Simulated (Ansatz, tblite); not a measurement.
Spin states of Be3Se2⁺, each relaxed with PBE-D4/def2-SVP in Ansatz. Electronic energies in the gas phase.

The xTB rows come from tblite. HSE06 is defined as in plane-wave codes, on full-range PBE exchange. Correlated methods freeze 18 core orbitals; core or outer-core shells of Se are correlated, in sets that lack core-valence functions. The rows differ in basis, and correlated rows in double-zeta sets carry the largest basis error. In CCSD on the charge 1 quartet the largest single amplitude is 0.44, so its Hartree–Fock determinant may place the open shell otherwise than the density functionals do. The structure comes from a short search, and lower isomers may exist.

Doublet geometry (D3h within 0.1 Å):

```
atom   x (Å)   y (Å)   z (Å)
 Be1   0.943  -0.744   0.533
 Be2  -0.657  -0.428  -1.055
 Be3  -0.287   1.171   0.522
 Se4  -1.168  -0.745   1.030
 Se5   1.169   0.745  -1.029
```

Quartet geometry:

Cartesian coordinates in Å:
```
Be 0.304 1.717 -0.283
Be -0.284 -0.581 1.425
Be -0.004 -1.045 -1.158
Se -1.507 0.186 -0.196
Se 1.491 -0.278 0.212
```

⟨S²⟩: doublet 0.76 at PBE0-D4/def2-TZVP (pure 0.75), quartet 3.77 at PBE0-D4/def2-TZVP (pure 3.75).

Run but left out: HF/STO-3G, HF/def2-SVP, HF/def2-TZVP, MP2/def2-SVP, MP2/def2-TZVP (quartet: a determinant that CCSD turns far, T1 0.052).

Only these spin states were relaxed. The quartet has other bonds than the doublet, so the gap mixes isomer and spin.

```tsv
level	quartet − doublet (kcal/mol)	lowest of these	remarks
GFN1-xTB	61.3	doublet	–
LDA (SPW92)/def2-TZVP	77.5	doublet	–
r2SCAN-D4/def2-TZVP	69.5	doublet	–
r2SCANh-D4/def2-TZVP	70.2	doublet	–
HSE06-D4/def2-TZVP	72.9	doublet	–
CCSD/def2-SVP	69.0	doublet	large T1 (0.052) (quartet)
```

Question: Estimate the rows for GFN2-xTB, PBE-D4/def2-TZVP, PBE0-D4/def2-TZVP, BHLYP-D4/def2-TZVP, RPA@PBE/def2-TZVP, CCSD(T)/def2-SVP.

Answer: 
| level | quartet − doublet (kcal/mol) | lowest of these | remarks |
| --- | --- | --- | --- |
| GFN2-xTB | 48.3 | doublet | – |
| PBE-D4/def2-TZVP | 71.5 | doublet | – |
| PBE0-D4/def2-TZVP | 73.2 | doublet | – |
| BHLYP-D4/def2-TZVP | 73.7 | doublet | – |
| RPA@PBE/def2-TZVP | 65.8 | doublet | – |
| CCSD(T)/def2-SVP | 69.6 | doublet | large T1 (0.052) (quartet) |

The xTB methods have no spin-polarisation term.
